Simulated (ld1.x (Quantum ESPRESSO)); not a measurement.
## An all-electron radial function and its pseudo partner (hafnium (Hf))

Columns: radius, all-electron u(r) and pseudo u(r) of the 5d shell (level -2.69 eV) of hafnium in the configuration [Xe] 4f14 5d2 6s2 6p0; PBE, scalar-relativistic, TM scheme, ld1.x (Quantum ESPRESSO) 7.5.

```json
{"r (bohr)": "0.168", "all-electron": "0.1229", "pseudo": "0.0040"}
{"r (bohr)": "0.335", "all-electron": "-0.2320", "pseudo": "0.0302"}
{"r (bohr)": "0.503", "all-electron": "-0.2167", "pseudo": "0.0928"}
{"r (bohr)": "0.670", "all-electron": "0.0054", "pseudo": "0.1910"}
{"r (bohr)": "0.838", "all-electron": "0.2379", "pseudo": "0.3126"}
{"r (bohr)": "1.005", "all-electron": "0.4164", "pseudo": "0.4345"}
{"r (bohr)": "1.172", "all-electron": "0.5368", "pseudo": "0.5373"}
{"r (bohr)": "1.340", "all-electron": "0.6091", "pseudo": "0.6092"}
{"r (bohr)": "1.508", "all-electron": "0.6453", "pseudo": "0.6481"}
{"r (bohr)": "1.675", "all-electron": "0.6562", "pseudo": "0.6595"}
{"r (bohr)": "1.842", "all-electron": "0.6506", "pseudo": "0.6527"}
{"r (bohr)": "2.010", "all-electron": "0.6344", "pseudo": "0.6351"}
{"r (bohr)": "2.178", "all-electron": "0.6116", "pseudo": "0.6117"}
{"r (bohr)": "2.345", "all-electron": "0.5853", "pseudo": "0.5853"}
{"r (bohr)": "2.512", "all-electron": "0.5573", "pseudo": "0.5573"}
{"r (bohr)": "2.680", "all-electron": "0.5284", "pseudo": "0.5284"}
{"r (bohr)": "2.848", "all-electron": "0.4994", "pseudo": "0.4994"}
{"r (bohr)": "3.015", "all-electron": "0.4710", "pseudo": "0.4710"}
{"r (bohr)": "3.182", "all-electron": "0.4433", "pseudo": "0.4433"}
{"r (bohr)": "3.350", "all-electron": "0.4162", "pseudo": "0.4162"}
{"r (bohr)": "3.518", "all-electron": "0.3900", "pseudo": "0.3900"}
{"r (bohr)": "3.685", "all-electron": "0.3651", "pseudo": "0.3651"}
{"r (bohr)": "3.852", "all-electron": "0.3412", "pseudo": "0.3412"}
{"r (bohr)": "4.020", "all-electron": "0.3184", "pseudo": "0.3184"}
{"r (bohr)": "4.188", "all-electron": "0.2967", "pseudo": "0.2967"}
{"r (bohr)": "4.355", "all-electron": "0.2763", "pseudo": "0.2763"}
```

Q: How many radial nodes do the two functions have?

A: The all-electron 5d function has n − l − 1 = 2; the pseudo-wave has 0, since the states of the same l below it are removed with the core.

Q: At about which radius was the pseudo-wave matched?

A: 2.45 bohr. The columns agree to 0.0005 from 2.18 bohr on; several derivatives are matched, so the curves merge somewhat inside the radius.

Q: Is the pseudo-wave norm-conserving?

A: Yes: the TM scheme keeps the norm inside the radius equal to the all-electron one, which fixes the energy derivative of the logarithmic derivative at the level.
